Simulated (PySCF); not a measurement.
C3H7BFN.
Atom-mapped SMILES: `[CH2:1]=[CH:2][CH2:3][B:4]([NH2:5])[F:6]` (hydrogens: H7, H8 on C1; H9 on C2; H10, H11 on C3; H12, H13 on N5)

Torsions of this conformer, `[CH2:1]=[CH:2][CH2:3][B:4]([NH2:5])[F:6]`: C1–C2–C3–B4 -109°, C2–C3–B4–N5 13°, H–N5–B4–C3 179°, H–N5–B4–C3 0°.

The closed-shell ground state was solved at several levels (PySCF, density fitting, gas phase, non-relativistic). The structure is a single GFN2-xTB conformer in the gas phase; no vibrational or solvent corrections.

```json
{"level": "PBE0/pcSseg-1", "basis functions": "137", "HOMO (eV)": "-7.33", "LUMO (eV)": "0.45", "gap (eV)": "7.78", "dipole (D)": "1.97"}
{"level": "CAM-B3LYP/def2-SVPD", "basis functions": "179", "HOMO (eV)": "-8.72", "LUMO (eV)": "0.98", "gap (eV)": "9.70", "dipole (D)": "1.90"}
```

Question: What might B3LYP/pcJ-1 (232 basis functions) give for the same quantities?

Answer: HOMO -7.08 eV, LUMO 0.23 eV, gap 7.31 eV, dipole 1.99 D.

Question: Over all these levels, which gives the widest orbital gap and which the narrowest?

Answer: CAM-B3LYP/def2-SVPD (range-separated hybrid) has the widest, 9.70 eV, and B3LYP/pcJ-1 (global hybrid, 20 % exact exchange) the narrowest, 7.31 eV. Functional and basis both differ between the two, so the spread mixes both effects.

Question: How far do the dipole and the HOMO energy spread over the levels?

Answer: The dipole runs from 1.90 to 1.99 D (mean 1.95 D) and the HOMO from -8.72 to -7.08 eV.
